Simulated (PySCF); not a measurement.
B(Br)(Et)(OH) (C₂H₆BBrO), SMILES CCB(O)Br.

The structure is a stationary point at B3LYP-D3(BJ)/def2-SVP. One conformer was computed; it need not be the lowest.

Calculation: ωB97X/def2-TZVP (PySCF).

Isolated molecule, no solvent.

```json
{
  "total_energy": "-2754.21278 hartree",
  "highest_occupied_level": "-10.66 eV",
  "lowest_empty_level": "2.10 eV",
  "orbital_gap": "12.77 eV",
  "dipole_moment": "0.79 D",
  "quadrupole, principal values (traceless, Buckingham form, about the centre of nuclear charge)": "-5.01, -0.60, 5.62 D·Å",
  "mean_static_polarisability": "60.5 bohr³ (8.97 Å³)",
  "polarisability_principal_values": "49.5, 62.4, 69.6 bohr³"
}
```
